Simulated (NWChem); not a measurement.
# Electron attachment to FNa

SMILES: [F][Na]
```xyz
2

Na     0.0000     0.0000    -0.8497
F      0.0000     0.0000     1.0385
```
Charge 0, spin multiplicity 1.

The numbers come from NWChem runs, not from measurements. The geometry was optimised at PBE0/def2-SVP, a minimum by its harmonic frequencies.

Basis set: def2-TZVPD. −ε marks an orbital energy of the parent. The basis adds only a small set of diffuse functions.

B3LYP has NWChem's definition, with VWN1-RPA local correlation. The structure started from a generated list of species.

Problem. For the vertical electron affinity, −ε(LUMO) of HF gives 0.31 eV and −ε(LUMO) of B3LYP gives 1.73 eV. What do −ε(LUMO) of PBE0, −ε(LUMO) of BP86, −ε(LUMO) of PBE give?

Solution. −ε(LUMO) of PBE0: 1.37 eV; −ε(LUMO) of BP86: 1.64 eV; −ε(LUMO) of PBE: 1.96 eV.
